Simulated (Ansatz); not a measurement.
Molecular dynamics of FH8NSi2

input.yaml

```yaml
crystal:
  periodic: [false, false, false]
  atoms:
    - { symbol: Si, position_ang: [-0.7051, 0.194, -0.5361] }
    - { symbol: Si, position_ang: [0.7444, -1.3374, 0.9826] }
    - { symbol: H, position_ang: [-0.4495, -0.7738, -1.6311] }
    - { symbol: H, position_ang: [-2.1313, 0.0891, -0.2639] }
    - { symbol: "N", position_ang: [0.0725, 1.5562, -1.2239] }
    - { symbol: H, position_ang: [-0.0607, 0.3326, 1.2294] }
    - { symbol: F, position_ang: [-0.7499, 1.3207, 1.1207] }
    - { symbol: H, position_ang: [1.1636, -1.4243, 2.3925] }
    - { symbol: H, position_ang: [-0.0386, -2.5542, 0.7614] }
    - { symbol: H, position_ang: [1.9792, -1.4748, 0.2078] }
    - { symbol: H, position_ang: [0.2291, 1.6022, -2.2128] }
    - { symbol: H, position_ang: [-0.0537, 2.4697, -0.8264] }
magnetization:
  spin_polarized: true
basis:
  gaussian: { orbitals: "6-31G" }
hamiltonian:
  xc: pbe
  dispersion: d4
md:
  timestep: 0.5
  n_steps: 150
  ensemble: nve
  temperature: 100.0
  initial_velocities: maxwell_boltzmann
  seed: 270062
```

Command:

```bash
$ ansatz run input.yaml --threads 1 --pin off --max-ram 2048MiB --backend cpu --events-out ev --progress --plain --runs-dir out
```

It starts from a rough guess of a transition structure, not a stationary point.

Output, in part (step lines, the closing report, with atoms numbered from 0):

```
md step     0: t =     0.00 fs  T =   100.0 K  F+E_penalty+E_count = -20074.63212975 eV  E_kin = 0.129260 eV  conserved = -20074.50286975 eV  (27 SCF iters)
md step     1: t =     0.50 fs  T =    80.7 K  F+E_penalty+E_count = -20074.60703640 eV  E_kin = 0.104352 eV  conserved = -20074.50268460 eV  (23 SCF iters)
md step     2: t =     1.00 fs  T =    71.1 K  F+E_penalty+E_count = -20074.59456898 eV  E_kin = 0.091946 eV  conserved = -20074.50262291 eV  (24 SCF iters)
md step     3: t =     1.50 fs  T =    72.0 K  F+E_penalty+E_count = -20074.59570354 eV  E_kin = 0.093012 eV  conserved = -20074.50269116 eV  (25 SCF iters)
md step     4: t =     2.00 fs  T =    82.4 K  F+E_penalty+E_count = -20074.60934409 eV  E_kin = 0.106475 eV  conserved = -20074.50286937 eV  (25 SCF iters)
md step     5: t =     2.50 fs  T =   100.2 K  F+E_penalty+E_count = -20074.63264542 eV  E_kin = 0.129531 eV  conserved = -20074.50311424 eV  (26 SCF iters)
md step     6: t =     3.00 fs  T =   122.5 K  F+E_penalty+E_count = -20074.66168975 eV  E_kin = 0.158318 eV  conserved = -20074.50337164 eV  (26 SCF iters)
md step     7: t =     3.50 fs  T =   146.0 K  F+E_penalty+E_count = -20074.69231514 eV  E_kin = 0.188720 eV  conserved = -20074.50359549 eV  (26 SCF iters)
[... lines left out ...]
Total energy: -20075.54197961 eV, -737.7625600594 hartree
Atom 0 at    -0.504596    -0.345379    -1.033682 Å, force    -0.570184     0.942464    -0.564370 eV/Å
Atom 1 at     0.656935    -1.294790     0.748222 Å, force    -0.052994    -1.405789     0.924324 eV/Å
Atom 2 at    -0.597213    -0.977827    -2.478906 Å, force     0.293262     0.249876     0.872123 eV/Å
Atom 3 at    -1.951031    -0.325862    -0.449129 Å, force     0.399464    -0.294645    -0.196034 eV/Å
Atom 4 at    -0.030540     1.392619    -1.110025 Å, force    -0.022763    -1.443975    -0.890912 eV/Å
Atom 5 at    -0.791163     1.735601     2.927525 Å, force     0.062207     0.216570    -0.763200 eV/Å
Atom 6 at    -0.746614     2.109621     2.027104 Å, force    -0.065421    -0.259200     0.604804 eV/Å
Atom 7 at     0.316972    -0.339897     1.940038 Å, force     0.113672    -0.475742    -0.470521 eV/Å
Atom 8 at    -0.154228    -2.671865     0.922057 Å, force     0.591507     0.851437     0.210463 eV/Å
Atom 9 at     2.168837    -1.686911     0.901828 Å, force    -0.703385     0.344466    -0.340268 eV/Å
Atom 10 at     0.316966     1.807519    -1.960343 Å, force     0.110971     0.343141    -0.051392 eV/Å
Atom 11 at    -0.450636     1.970594    -0.418153 Å, force    -0.156337     0.931399     0.664983 eV/Å
Dipole moment:    -0.057620     0.137070     0.219816 e Å
```

The steps, from the saved trajectory:

| time (fs) | T (K) | potential energy less start (eV) | conserved less start (meV/atom) |
| --- | --- | --- | --- |
| 0 | 100 | 0.000 | 0.00 |
| 2.5 | 100 | -0.001 | -0.02 |
| 5 | 200 | -0.130 | -0.08 |
| 7.5 | 205 | -0.136 | -0.02 |
| 10 | 262 | -0.210 | -0.01 |
| 12.5 | 401 | -0.390 | -0.09 |
| 15 | 426 | -0.422 | -0.06 |
| 17.5 | 408 | -0.398 | 0.00 |
| 20 | 510 | -0.530 | -0.07 |
| 22.5 | 553 | -0.586 | -0.06 |
| 25 | 567 | -0.604 | 0.00 |
| 27.5 | 706 | -0.784 | -0.05 |
| 30 | 842 | -0.960 | -0.10 |
| 32.5 | 842 | -0.959 | -0.02 |
| 35 | 894 | -1.027 | -0.05 |
| 37.5 | 953 | -1.103 | -0.08 |
| 40 | 909 | -1.046 | -0.05 |
| 42.5 | 897 | -1.030 | 0.01 |
| 45 | 1018 | -1.188 | -0.09 |
| 47.5 | 1042 | -1.219 | -0.06 |
| 50 | 1007 | -1.173 | -0.03 |
| 52.5 | 1017 | -1.186 | -0.07 |
| 55 | 964 | -1.118 | -0.07 |
| 57.5 | 855 | -0.976 | 0.00 |
| 60 | 861 | -0.984 | -0.04 |
| 62.5 | 875 | -1.003 | -0.08 |
| 65 | 809 | -0.917 | 0.00 |
| 67.5 | 860 | -0.984 | -0.06 |
| 70 | 898 | -1.032 | -0.08 |
| 72.5 | 827 | -0.940 | -0.04 |
| 75 | 804 | -0.910 | 0.01 |

All steps were run. The conserved energy stayed within 0.11 meV per atom of its start (net change 0.0093 meV per atom), so the integration is sound. The kinetic energy rose, since the run started high on the potential surface and went downhill. It ends in pieces (FH + H7NSi2), so much of that is their flight and rotation, not heat. A run of 0.075 ps of so small a system gives no equilibrium averages. The orbitals were unrestricted but ended closed-shell. Limits of this set-up: no polarisation functions.

The planned step would form Si1–F7, Si2–H6 and break Si1–Si2, H6–F7. These pairs go: Si1–F7 2.00 → 3.93 Å, Si2–H6 1.87 → 4.00 Å, Si1–Si2 2.60 → 2.33 Å, H6–F7 1.21 → 0.98 Å. In the last frame they stand as before the step (other bonds may differ from the relaxed reactants and products). It ends as FH + H7NSi2. Pairs count as bonded within 1.25 times the sum of covalent radii (0.12 Å more for H–H).

Last frame:

```xyz
12
Properties=species:S:1:pos:R:3
Si -0.505 -0.345 -1.034
Si 0.657 -1.295 0.748
H -0.597 -0.978 -2.479
H -1.951 -0.326 -0.449
N -0.030 1.393 -1.110
H -0.791 1.736 2.928
F -0.747 2.110 2.027
H 0.317 -0.340 1.940
H -0.154 -2.672 0.922
H 2.169 -1.687 0.902
H 0.317 1.808 -1.960
H -0.451 1.971 -0.418
```

The run took 9.3 min on 1 thread of Arm Neoverse V2, on a shared host, peak memory 0.13 GiB.
